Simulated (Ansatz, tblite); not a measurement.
Isomers of Li$_{6}$O$_{2}$ (singlet), found by a short tight-binding search and relaxed with PBE0-D4/def2-TZVP in Ansatz.

The xTB rows come from tblite. B3LYP takes the VWN-RPA correlation. HSE06 is defined as in plane-wave codes, on full-range PBE exchange. Correlated methods freeze 2 core orbitals; core or outer-core shells of Li are correlated, in sets that lack core-valence functions.

Run but left out: HF/def2-TZVPP (A: restricted singlet, unstable towards broken spin symmetry).

A further structure is left out (at the level of its geometry, restricted singlet, unstable towards broken spin symmetry at other levels and untested here); at PBE0-D4/def2-TZVP its energy lies 0.59 eV below the lowest shown.

A: The restricted singlet is unstable towards broken spin symmetry in Hartree–Fock (as tested in another run); at PBE-D4/def2-TZVP, r2SCAN-D4/def2-TZVP, B3LYP-D4/def2-TZVP, PBE0-D4/def2-TZVP and others this wasn't settled. At CCSD(T)/def2-TZVPP the restricted singlet (for correlated methods, its reference) is unstable: a solution with broken spin symmetry lies lower. It holds 1 O–O bond. B: The restricted singlet is unstable towards broken spin symmetry in Hartree–Fock (as tested in another run); at PBE-D4/def2-TZVP, r2SCAN-D4/def2-TZVP, B3LYP-D4/def2-TZVP, PBE0-D4/def2-TZVP and others this wasn't settled. At CCSD(T)/def2-TZVPP the restricted singlet (for correlated methods, its reference) is unstable: a solution with broken spin symmetry lies lower.

Other spin states weren't relaxed.

A:

| atom | x (Å) | y (Å) | z (Å) |
| --- | --- | --- | --- |
| Li1 | -0.1445 | -1.3145 | -0.5563 |
| Li2 | 2.7486 | -1.3932 | 0.7771 |
| Li3 | 0.0256 | -0.3372 | 2.0078 |
| Li4 | -0.1045 | 0.5362 | -3.1301 |
| Li5 | -1.7706 | 0.8967 | -0.4572 |
| Li6 | 0.9660 | 1.0638 | -0.1701 |
| O7 | -0.5452 | 0.9454 | 0.8705 |
| O8 | -1.1754 | -0.3973 | 0.6583 |

B:

Cartesian coordinates in Å:
```
Li 2.4461 1.9307 1.9619
Li -3.3373 0.3669 0.7875
Li -0.7440 -0.5908 -0.5944
Li -0.4643 1.1333 1.3513
Li 1.2078 -2.0398 -2.5030
Li 1.8015 -0.0798 -0.2759
O -1.7306 0.3189 0.5564
O 0.8208 -1.0395 -1.2837
```

Problem. Estimate their order by electronic energy at PBE0-D4/def2-TZVP, counted from the lowest.

Solution. B (0.0) < A (344.4), in kJ/mol.

Problem. Do the other levels pick the same lowest one?

Solution. All that were run do. Energies above each level's lowest (kJ/mol):

```csv
level,A,B
GFN1-xTB,157.7,0.0
GFN2-xTB,377.0,0.0
PBE-D4/def2-TZVP,349.7,0.0
r2SCAN-D4/def2-TZVP,360.7,0.0
B3LYP-D4/def2-TZVP,394.3,0.0
PBE0-D4/def2-TZVP,344.4,0.0
HSE06-D4/def2-TZVP,344.3,0.0
MP2/def2-TZVPP,414.2,0.0
CCSD/def2-TZVPP,367.4,0.0
CCSD(T)/def2-TZVPP,363.3,0.0
```
Point groups (tolerance 0.1 Å): A C2v, B C2v. Lower isomers may exist.
